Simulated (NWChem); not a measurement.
Species: SiNH3F2; SMILES N[SiH](F)F

```xyz
7

Si     0.0146    -0.0114     0.3352
N      0.2430     1.5661    -0.2352
F     -1.4037    -0.5636    -0.1996
F      1.0815    -1.0840    -0.2370
H      0.0828    -0.0428     1.8084
H      0.1194     1.8278    -1.2060
H      0.7934     2.2402     0.2815
```
Atoms are numbered in this order, from 1.

All runs: NWChem. Structure relaxed at the PBE0/def2-SVP level.

**Question.** Taking PBE/pcseg-2 as the yardstick, which of these has the fewest basis functions while keeping “highest occupied level (eV)” within 0.2 eV of it: PBE/STO-3G; PBE/aug-pcseg-1; PBE/pcseg-1; PBE/def2-SVP?

**Answer.** PBE/pcseg-1.
```csv
level,basis functions,highest occupied level (eV),relative time (rough)
PBE/STO-3G,27,-2.11,1
PBE/pcseg-1,75,-6.84,3
PBE/def2-SVP,75,-6.52,3
PBE/aug-pcseg-1,123,-6.98,10
PBE/pcseg-2,166,-6.94,20
```

The yardstick is one finite set, not the basis-set limit.
